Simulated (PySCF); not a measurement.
**Bonding in `O=C1C=CC(Cl)=CC1=O`**

Compound: C6H3ClO2.
Atom-mapped SMILES: `[O:1]=[C:2]1[CH:3]=[CH:4][C:5]([Cl:6])=[CH:7][C:8]1=[O:9]` (hydrogens: H10 on C3; H11 on C4; H12 on C7)

Bond orders from the PBE0/pcSseg-1 density (PySCF). Geometry: PBE0-D3(BJ)/def2-SVP; no solvent, vibrations or thermal averaging.

(1) Where do the orders between heavy atoms depart from those drawn in the SMILES?

(2) Give the Mayer order of every bond, beside its length.

## Answers

(1) The largest departure is 0.414, at C5–C7 (drawn double, 1.586). Drawn single, order above 1.12: C5–Cl6 (1.126). Drawn single, order below 0.88: C8–C2 (0.853). Drawn double or triple, more than 0.30 short of the drawn order: C5–C7 (1.586).

(2) 
```tsv
bond	drawn as	length (Å)	Mayer order
O1–C2	double	1.207	1.977
C2–C3	single	1.474	1.045
C3–C4	double	1.346	1.731
C4–C5	single	1.464	1.041
C5–Cl6	single	1.721	1.126
C5–C7	double	1.350	1.586
C7–C8	single	1.468	1.053
C8–O9	double	1.208	1.944
C8–C2	single	1.551	0.853
C3–H10	single	1.092	0.941
C4–H11	single	1.092	0.947
C7–H12	single	1.091	0.948
```

Bonds between the same two heavy elements. C–O: lowest C8–O9 (1.944, 1.208 Å), highest O1–C2 (1.977, 1.207 Å). C–C: lowest C8–C2 (0.853, 1.551 Å), highest C3–C4 (1.731, 1.346 Å).

Sum the orders of all bonds at each heavy atom with more than one neighbour and set the sums beside the valence in the SMILES.

C2 3.875 (drawn 4), C3 3.717 (drawn 4), C4 3.719 (drawn 4), C5 3.753 (drawn 4), C7 3.587 (drawn 4), C8 3.850 (drawn 4). Orders between atoms that aren't bonded are not in these sums.

Mayer orders depend on the basis set.
